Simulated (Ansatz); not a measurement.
Input file for Ansatz (a first-principles code): R-CCSD(T)/cc-pVTZ on H2O (SMILES O).

Ansatz 0.2 input:
```yaml
crystal:
  periodic: [false, false, false]
  atoms:
    - {symbol: O, position_ang: [-0.00000000, -0.00000000, 0.38961139]}
    - {symbol: H, position_ang: [-0.00000000, 0.76498632, -0.19485569]}
    - {symbol: H, position_ang: [0.00000000, -0.76498632, -0.19485569]}
basis:
  gaussian:
    orbitals: cc-pVTZ
magnetization: {spin_polarized: false}
correlation: {method: ccsd_t, electrons: outside_noble_gas}
scf: {lower_state_search: off}
```

Q: Predict the final total energy.

A: -76.3321 hartree (reference determinant -76.0568, T1 diagnostic 0.007).
